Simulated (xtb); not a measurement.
BiF₂, SMILES [F][Bi+][F] (connectivity only; charge and spin as stated), charge +1, multiplicity 1. All values are semi-empirical tight-binding results from xtb (GFN2-xTB unless named), good for trends rather than for accurate numbers. The structure is a stationary point at GFN2-xTB. The multiplicity is an assumed one; other spin states were not compared. The isomer is the one that the SMILES or the coordinates give; other isomers of the formula were not compared.

Optimised geometry:

Bonded distances (Å): Bi1–F2 1.950, Bi1–F3 1.950. Angles (°): F2–Bi1–F3 87.9.
Charge +1, spin multiplicity 1.

For metal compounds this method's bond lengths and energies can be far off.

```json
{
  "point_group_as_xtb_finds_it": "C2v",
  "orbital_gap": "2.59 eV",
  "zero_point_energy": "1.6 kcal/mol",
  "G − E(el) at 298.15 K (modified RRHO)": "-16.1 kcal/mol"
}
```

Computed atomic charges and the Wiberg bond orders between heavy atoms:
charges (e) Bi1 1.47, F2 -0.24, F3 -0.24. Bond orders Bi1–F2 1.13, Bi1–F3 1.13.
